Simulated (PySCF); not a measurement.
The numbers below are computed, except where a source is named.
**CH7ClNOSi2**

CH7ClNOSi2 is a small molecule (built as: Si site whose three back bonds go to CH2SiH3, OH, Cl; end group NH), neutral, doublet. The structure, one conformer, was relaxed in the gas phase by PBE0-D3(BJ)/def2-SVP. No frequency run checks that it is a minimum.

SMILES: [NH][Si](O)(Cl)C[SiH3]

Coordinates in Å:
```
Si1    -1.116    0.195    0.199
C2      0.336   -0.805   -0.365
Si3     2.011   -0.001   -0.011
O4     -0.736    1.777   -0.063
Cl5    -1.441   -0.118    2.229
N6     -2.634   -0.187   -0.588
H7      0.297   -1.788    0.134
H8      0.259   -0.982   -1.451
H9      3.098   -0.981   -0.321
H10     2.104    0.375    1.431
H11     2.204    1.211   -0.857
H12    -1.425    2.434    0.077
H13    -2.949   -1.148   -0.404
```

EPR values by unrestricted B3LYP, IGLO-III on C Cl N O Si, pcH-1 on H.

Task: Predict g and the largest hyperfine couplings. Where does the spin sit?

Result: g = 2.0031, 2.0032, 2.0076. The spin sits on N6 (99 %, bonded to 1 Si + 1 H) by Mulliken populations.
```
atom  isotope  isotropic (MHz)  dipolar, principal values (MHz)
  N6      14N             26.0               -41.0, -40.4, 81.4
 H13       1H            -56.5                -50.4, -8.4, 58.8
 Si1     29Si             37.9                   -1.7, 0.4, 1.2
 Cl5     35Cl              6.1                 -8.1, -7.9, 16.0
  C2      13C              8.4                  -3.0, -2.8, 5.8
  H8       1H              2.5                  -3.8, -1.5, 5.3
```

Task: How do the isotropic couplings move with BHandHLYP?

Result: N6 26.0 to 34.9 MHz, H13 -56.5 to -65.2 MHz, Si1 37.9 to 44.6 MHz, Cl5 6.1 to 6.8 MHz.
